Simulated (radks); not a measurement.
Values are calculated unless marked as measured or tabulated.
Excited configurations of Ho I: one electron is placed in a higher orbital outside [Xe] 4f11 6s1. The ground configuration is [Xe] 4f11 6s2. Code: a radial shooting solver on a logarithmic mesh with Libxc functionals. Model: non-relativistic Kohn-Sham, r2SCAN, spin-unpolarised, spherical densities, point nucleus; meta-GGA in the generalised Kohn-Sham scheme; relativity is left out, which matters for an element this heavy. Excitation = E - E(ground); binding = E(ion) - E, where the ion is the core of charge +1; n* = 1/sqrt(2 binding) in atomic units, and the quantum defect is n - n*.

outer orbital  excitation (eV)  binding (eV)  quantum defect  eigenvalue (eV)
5d                       2.128         3.746           3.094           -0.927
5f                       5.030         0.844           0.985           -0.383
6p                       2.309         3.564           4.046           -1.842
6d                       4.503         1.370           2.849           -0.647
7s                       3.884         1.989           4.385           -1.217
7p                       4.383         1.491           3.979           -0.880
7d                       5.052         0.822           2.931           -0.469
7f                       5.466         0.407           1.221           -0.250

The Delta-SCF ionisation energy is 5.874 eV (NIST Atomic Spectra Database: 6.022 eV, measured). Self-interaction in the functional shifts the binding energies and quantum defects, so they are the method's values and not measured ones. Relativity is left out here, which matters for elements this heavy. Spin polarisation and multiplet splitting are left out, so open shells lie too high by an amount that depends on their filling.

Beside tabulated values, note that spin-unpolarised runs miss the spin-polarisation part of the exchange energy of open shells.
